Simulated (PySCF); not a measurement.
# Reading the logs of faulty runs: BClGeH4

All numbers below are calculated, not measured. The program is PySCF 2.14.0, an open-source quantum chemistry code, run on an isolated molecule that a program drew, which may never have been made. The molecule is BClGeH4 (charge 0, singlet), drawn as the SMILES string `Cl[BH][GeH3]`.

Each row is a Hartree-Fock (HF) and frozen-core CCSD(T) single point in the cc-pV(D+d)Z basis, meant for a local HF minimum. Run 1 is clean. Each other run has one planted mistake out of seven kinds, and not every kind appears here: one electron removed, one electron added, multiplicity raised by two, geometry at a saddle point, minimal basis STO-3G, one bond length entered in bohr, all coordinates scaled. The reference is restricted for singlets and unrestricted otherwise, and also for a bond in bohr. Adding or removing an electron swaps singlet and doublet. Electrons count all cores. HOMO and LUMO are orbital energies over both spins, the gradient is its largest component, and the lowest frequency (negative if imaginary) is given only where the gradient is small. Bond lengths are over the 6 bonds as drawn. T1 is the CCSD diagnostic: over 0.02 (restricted) or 0.045 (unrestricted) a single reference is doubtful. Germanium has the cc-pVDZ-PP basis, with a core potential (ECP10MDF) in place of its 10 inner electrons, and its 3s, 3p and 3d shells are frozen in CCSD(T).

Geometry of the clean run:
```xyz
7
BClGeH4, angstrom
Cl   -0.7571    1.7433    0.8185
B     0.7216    1.1155    0.0973
Ge    0.7282   -0.6445   -1.0275
H     1.7109    1.7562    0.2899
H     1.7101   -1.6463   -0.4044
H    -0.6574   -1.2904   -1.1058
H     1.2146   -0.3368   -2.4506
```

| run | electrons | basis functions | <S^2> | HOMO (eV) | LUMO (eV) | gradient (hartree/bohr) | lowest frequency (cm^-1) | mean bond (Å) | longest bond (Å) | T1 | HF (hartree) | CCSD(T) (hartree) | mistake |
|---|---|---|---|---|---|---|---|---|---|---|---|---|---|
| 1 | 58 | 80 | 0.000 | -10.78 | 1.49 | 2.2e-05 | 31 | 1.6075 | 2.089 | 0.0139 | -779.90958 | -780.28877 | no fault |
| 2 | 58 | 80 | 0.874 | -9.03 | 0.49 | 7.3e-03 | - | 1.8351 | 2.901 | 0.0390 | -779.81151 | -780.17673 | one bond length entered in bohr |
| 3 | 58 | 80 | 0.000 | -10.79 | 1.36 | 1.6e-02 | - | 1.6477 | 2.141 | 0.0143 | -779.90620 | -780.28648 | ? |
| 4 | 59 | 80 | 0.765 | -0.63 | 8.64 | 4.3e-02 | - | 1.6075 | 2.089 | 0.0118 | -779.89173 | -780.28337 | ? |

**Which mistake was planted in run 3, and what did it cost?**

The mean and the longest bond both change by the same factor, 1.025, and the gradient is no longer small. So the mistake is: all coordinates scaled. Subtracting run 1 and multiplying by 627.51 kcal/mol a hartree, the energy moved by 2.1 kcal/mol in HF and 1.4 kcal/mol in CCSD(T).

**Which mistake was planted in run 4, and what did it cost?**

It counts 59 electrons, one more than the clean run, at the same geometry and basis. So the mistake is: one electron added. Subtracting run 1 and multiplying by 627.51 kcal/mol a hartree, the energy moved by 11.2 kcal/mol in HF and 3.4 kcal/mol in CCSD(T).

Cautions from the logs. Run 4: the added electron raises the CCSD(T) energy, so it isn't bound in this basis.
